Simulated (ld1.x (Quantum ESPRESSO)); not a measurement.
## Plane-wave convergence, ultrasoft potential for Sn (Z = 50)

tin (Sn), ultrasoft, made with ld1.x (Quantum ESPRESSO) 7.5 (PBE, scalar-relativistic). Core [Ar] 3d10 4s2, reference 4p6 4d10 5s2 5p1 (charge +1). Waves: 5s (bound): rcut 1.45, rcutus 1.90 bohr; 5s channel at 3.8 Ry: rcut 1.45, rcutus 1.90 bohr; 4p (bound): rcut 1.60, rcutus 1.80 bohr; 5p (bound): rcut 1.60, rcutus 1.80 bohr; 4d (bound): rcut 1.25, rcutus 1.45 bohr; 4d channel at -1.95 Ry: rcut 1.25, rcutus 1.45 bohr. Local part: all-electron potential smoothed inside 1.15 bohr (lloc = -1). Core correction: Bessel-smoothed model core inside 1.10 bohr. Augmentation charge: PSQ, inside the norm-conserving radii.

The pseudo-atom Hamiltonian at the reference potential is diagonalised in spherical Bessel functions j_l(qr) that vanish at 20 bohr, with q² up to the cutoff. All-electron valence levels (Ry): 5s -1.3091, 4p -7.1801, 5p -0.7537, 4d -2.4847.

Task: How do the lowest levels (Ry) of each channel move with the cutoff, and are there ghosts?

Result:

```csv
cutoff (Ry),s #1,s #2,p #1,p #2,p #3,d #1,d #2,f #1,f #2,Σ f·Δε (mRy)
8,-2.1893,-1.2762,-3.1590,-0.5854,-0.1677,-0.5289,-0.1341,-0.0617,0.0303,43918.8
18,-13.7763,-1.3087,-7.1135,-0.7531,-0.1996,-1.3954,-0.1924,-0.0618,0.0300,11294.1
35,-18.7350,-1.3091,-7.1794,-0.7537,-0.1997,-2.3866,-0.2261,-0.0618,0.0299,984.8
60,-19.5795,-1.3091,-7.1800,-0.7538,-0.1997,-2.4836,-0.2296,-0.0618,0.0298,12.0
100,-19.6608,-1.3091,-7.1801,-0.7538,-0.1997,-2.4846,-0.2297,-0.0618,0.0298,1.1
160,-19.6639,-1.3091,-7.1801,-0.7538,-0.1997,-2.4847,-0.2297,-0.0618,0.0298,0.2
400,-19.6639,-1.3091,-7.1801,-0.7538,-0.1997,-2.4847,-0.2297,-0.0618,0.0298,0.0
```

Result: ghost state, extra bound levels that the all-electron valence spectrum of the same l lacks: s at -267.5 eV (a true bound ghost makes a file unfit for plane-wave use); 10 mRy is reached at 70 Ry and 1 mRy at 120 Ry.
